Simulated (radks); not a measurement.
Values are calculated unless marked as measured or tabulated.
Question: All-electron atom: Ce6+ in [Kr] 4d10 5s2 5p4. Code: a radial shooting solver on a logarithmic mesh with Libxc functionals. Model: scalar-relativistic Kohn-Sham, PBE, spin-unpolarised, spherical densities, point nucleus. Some entries of the table are withheld. Estimate them.

| orbital | occ. | eigenvalue (Ry) | <r^2> (bohr^2) | r(max) (bohr) |
|---|---|---|---|---|
| 1s | 2 | -2965.598 | 0.0008207 | 0.01574 |
| 2s | 2 | -479.6614 | 0.01306 | 0.08906 |
| 2p | 6 | -430.1618 | 0.01041 | 0.07168 |
| 3s | 2 | -107.8473 | 0.08868 | 0.2546 |
| 3p | 6 | -92.10703 | 0.08871 | 0.2493 |
| 3d | 10 | -69.75409 | 0.07579 | 0.2053 |
| 4s | 2 | -26.29496 | 0.4539 | 0.5919 |
| 4p | 6 | -21.12971 | (1) | 0.6175 |
| 4d | 10 | -13.68322 | 0.6217 | 0.6485 |
| 5s | 2 | -7.86811 | 2.231 | (2) |
| 5p | 4 | -6.39539 | 2.739 | 1.453 |
| 4f | 0 | -5.73853 | 1.031 | (3) |
| 6s | 0 | -3.53762 | 8.357 | 2.697 |

Answer: 
(1) 4p <r^2> (bohr^2): 0.5105
(2) 5s r(max) (bohr): 1.323
(3) 4f r(max) (bohr): 0.6781
